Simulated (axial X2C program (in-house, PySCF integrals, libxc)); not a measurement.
VO⁺ at several levels of theory

Calculated with an in-house all-electron X2C program for linear molecules (integrals from PySCF). Spin-free means the one-electron spin-free X2C Hamiltonian; two-component (2c) means X2C with spin–orbit coupling and atomic mean-field two-electron Coulomb and Gaunt terms, so the difference of the two also holds small scalar two-electron terms. Basis: V dyall-cv3z [10s10p6d4f2g], O dyall-av3z [7s6p3d2f] (cores contracted in-house); Gaussian nuclei, density fitting, unrestricted open shells. Masses: V 50.944 u, O 15.995 u.

State, spin-free: M_S = 1, Λ = 0 (beyond evenly filled blocks: δ+α, δ-α); electrons by block: σα: 8, σβ: 8, π+α: 3, π+β: 3, π-α: 3, π-β: 3, δ+α: 1, δ-α: 1. Fragments: V+ + O.

State, 2c: Ω = 1 (⟨Sz⟩ = 1.00, ⟨Lz⟩ = 0.00 at PBE0); electrons by block: 1/2: 11, -1/2: 11, 3/2: 3, -3/2: 4, 5/2: 1. Fragments: V+ + O.

```csv
Hamiltonian,level,Re (Å),ωe (cm⁻¹),Be (cm⁻¹),αe (cm⁻¹),De (eV),k (mdyn/Å),μ (D)
spin-free,PBE0,1.525,1162.7,0.5956,0.00338,5.56,9.7,-5.42
spin-free,HF,1.671,711.7,0.496,n/a,1.24,3.63,-6.33
spin-free,BLYP,1.558,1087.2,0.5708,0.0033,6.80,8.48,-5.08
2c,PBE0,1.525,1162.6,0.5957,0.00338,n/a,9.69,-5.41
2c,BLYP,1.558,1087.0,0.5708,0.0033,n/a,8.48,-5.07
```

Dipoles are positive if O is the positive end and refer to the centre of mass.

Occupations by symmetry block were frozen at the best pattern of an incomplete PBE0 search. De is counted from the lowest determinant-based energies of the atoms at the same level, without counterpoise correction. De is not given where an atomic determinant may have missed its ground term or J level, or where the truncated virtual space spoils (T). Density functionals use the spin component along the axis (collinear). The functionals have no current-density term, which raises determinants with orbital currents, atoms included. With several unpaired electrons one determinant need not be a pure state. Open-shell Ω = 0 determinants with evenly filled partner blocks cannot be reached by this program, so the Ω shown need not be the lowest component. The determinant is spin-polarised beyond a pure state at some levels (its spin-free form has ⟨S²⟩ too high), which makes Re and μ there less reliable.

No reliable constants came from CCSD (2c), CCSD (spin-free), CCSD(T) (2c), CCSD(T) (spin-free), HF (2c), MP2 (2c), MP2 (spin-free): no minimum in range, unconverged points, a curve that is not smooth, a change of character along it, or the two Hamiltonians disagreeing along it.

Rough cost a point (2c) on 1 thread(s) of a shared host, integrals apart: PBE0 1.1 s, BLYP 0.6 s.

The whole task took 2.8 min on 1 thread of Arm Neoverse V1 (shared host).
